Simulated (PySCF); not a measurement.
CBr3, multiplicity 2. Atoms are numbered in the order given.

```xyz
4

Br     1.6099    -0.9295    -0.0165
C      0.0000     0.0000     0.2885
Br     0.0000     1.8589    -0.0165
Br    -1.6099    -0.9295    -0.0165
```
Charge 0, spin multiplicity 2.

Geometry optimised at PBE-D3(BJ)/def2-SVP. The isomer is the one that the SMILES or the coordinates give; other isomers of the formula were not compared.

Computed with TDA-LC-ωPBE/def2-SVPD in PySCF 2.14.0.

Vertical excitations; the highest root listed may be one member of a degenerate set. 

| state | energy (eV) | λ (nm) | f | main pairs |
|---|---|---|---|---|
| root 1 | 3.34 | 372 | 0.000 | α HOMO→LUMO 92 % |
| root 2 | 4.57 | 272 | 0.000 | β HOMO→LUMO 90 % |
| root 3 | 4.86 | 255 | 0.000 | α HOMO→LUMO+2, α HOMO→LUMO+5, α HOMO−3→LUMO, α HOMO→LUMO+12, β HOMO−1→LUMO (degenerate set) |
| root 4 | 4.86 | 255 | 0.000 | α HOMO→LUMO+1, α HOMO→LUMO+4, α HOMO−2→LUMO, α HOMO→LUMO+11, β HOMO−2→LUMO (degenerate set) |
| root 5 | 5.00 | 248 | 0.000 | α HOMO−1→LUMO 57 %, β HOMO→LUMO+1 19 %, β HOMO→LUMO 7 % |
| root 6 | 5.14 | 241 | 0.033 | β HOMO−1→LUMO (degenerate set) |
| root 7 | 5.14 | 241 | 0.033 | β HOMO−2→LUMO (degenerate set) |
| root 8 | 5.36 | 231 | 0.015 | α HOMO−2→LUMO, α HOMO−4→LUMO, β HOMO−3→LUMO (degenerate set) |
| root 9 | 5.36 | 231 | 0.015 | α HOMO−3→LUMO, α HOMO−5→LUMO, β HOMO−4→LUMO (degenerate set) |
| root 10 | 5.60 | 222 | 0.010 | α HOMO−2→LUMO 19 %, α HOMO−4→LUMO 8 %, β HOMO−2→LUMO+1 19 %, β HOMO−3→LUMO 16 %, β HOMO−3→LUMO+1 9 % |
Unrestricted roots are not spin-pure.
